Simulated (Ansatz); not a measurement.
Ansatz (a quantum-chemistry and plane-wave program) input (B3LYP-D3(BJ)/def2-TZVP):

Ansatz 0.2 input:
```yaml
crystal:
  periodic: [false, false, false]
  atoms:
    - {symbol: Si, position_ang: [1.05049284, -0.00533587, 0.00991692]}
    - {symbol: S, position_ang: [-1.04241304, -0.00534214, -0.01431521]}
basis:
  gaussian:
    orbitals: def2-TZVP
hamiltonian:
  xc: b3lyp
  dispersion: d3bj
total_charge: -1
magnetization: {spin_polarized: true, initial_magnetization: 1}
relax: {f_tol: 0.002, max_steps: 150}
```

End of the output:

```
relax step   1: F+E_penalty+E_count = -18715.10262227 eV  Δ(F+E_penalty+E_count) = +0.000e0 eV  max|allowed force component| = 9.246e-1 eV/Å  Δτ_max = 0.0000 Å  (53 SCF iters, accepted)
these checks for a lower state are left out or cut short: starts, cluster_reference, orbital_swaps, neighbouring_geometries, increment
integrals: 0.01 GiB planned
532 factors; their error is unknown
mean field: 0.22 GiB planned
mean field -18715.03964623 eV, -687.7650214893 hartree, gradient 4.2e-5 eV, S^2 0.754857; 0 other end points of the search recorded, 0 dependent functions left out
the calculation of the forces begins
reference -18715.03981753 eV, -687.7650277845 hartree; 16, 15 occupied and 58, 59 virtual orbitals, 532 factors
relax step   2: F+E_penalty+E_count = -18715.12713002 eV  Δ(F+E_penalty+E_count) = -2.451e-2 eV  max|allowed force component| = 8.661e-2 eV/Å  Δτ_max = 0.0235 Å  (32 SCF iters, accepted)
these checks for a lower state are left out or cut short: starts, cluster_reference, orbital_swaps, neighbouring_geometries, increment
integrals: 0.01 GiB planned
532 factors; their error is unknown
mean field: 0.22 GiB planned
mean field evaluation 32: about -18714.9954 eV, gradient 1.6e-1 eV
mean field -18715.03981567 eV, -687.7650277163 hartree, gradient 4.5e-5 eV, S^2 0.754849; 0 other end points of the search recorded, 0 dependent functions left out
the calculation of the forces begins
reference -18715.03998687 eV, -687.7650340078 hartree; 16, 15 occupied and 58, 59 virtual orbitals, 532 factors
relax step   3: F+E_penalty+E_count = -18715.12731253 eV  Δ(F+E_penalty+E_count) = -1.825e-4 eV  max|allowed force component| = 1.507e-2 eV/Å  Δτ_max = 0.0025 Å  (32 SCF iters, accepted)
these checks for a lower state are left out or cut short: starts, cluster_reference, orbital_swaps, neighbouring_geometries, increment
integrals: 0.01 GiB planned
532 factors; their error is unknown
mean field: 0.22 GiB planned
mean field -18715.03982335 eV, -687.7650279984 hartree, gradient 2.8e-5 eV, S^2 0.754851; 0 other end points of the search recorded, 0 dependent functions left out
the calculation of the forces begins
reference -18715.03999457 eV, -687.7650342906 hartree; 16, 15 occupied and 58, 59 virtual orbitals, 532 factors
relax step   4: F+E_penalty+E_count = -18715.12731790 eV  Δ(F+E_penalty+E_count) = -5.370e-6 eV  max|allowed force component| = 3.141e-3 eV/Å  Δτ_max = 0.0005 Å  (24 SCF iters, accepted)
these checks for a lower state are left out or cut short: starts, cluster_reference, orbital_swaps, neighbouring_geometries, increment
integrals: 0.01 GiB planned
532 factors; their error is unknown
mean field: 0.22 GiB planned
mean field -18715.03982319 eV, -687.7650279928 hartree, gradient 1.9e-5 eV, S^2 0.754850; 0 other end points of the search recorded, 0 dependent functions left out
the calculation of the forces begins
reference -18715.03999441 eV, -687.7650342848 hartree; 16, 15 occupied and 58, 59 virtual orbitals, 532 factors
relax step   5: F+E_penalty+E_count = -18715.12731815 eV  Δ(F+E_penalty+E_count) = -2.441e-7 eV  max|allowed force component| = 8.241e-6 eV/Å  Δτ_max = 0.0001 Å  (22 SCF iters, accepted)
integrals: 0.01 GiB planned
532 factors; their error is unknown
mean field: 0.22 GiB planned
mean field evaluation 64: about -18715.0398 eV, gradient 4.0e-5 eV
mean field -18715.03982319 eV, -687.7650279928 hartree, gradient 2.0e-5 eV, S^2 0.754850; 2 other end points of the search recorded, 0 dependent functions left out
the calculation of the forces begins
reference -18715.03999441 eV, -687.7650342848 hartree; 16, 15 occupied and 58, 59 virtual orbitals, 532 factors
Total energy: -18715.12748936 eV, -687.7682496650 hartree
Atom 0 at     1.024804    -0.005336     0.009619 Å, force    -0.000008    -0.000000    -0.000000 eV/Å
Atom 1 at    -1.016724    -0.005342    -0.014018 Å, force     0.000008     0.000000     0.000000 eV/Å
Dipole moment:    -0.064078    -0.000000    -0.000742 e Å
```
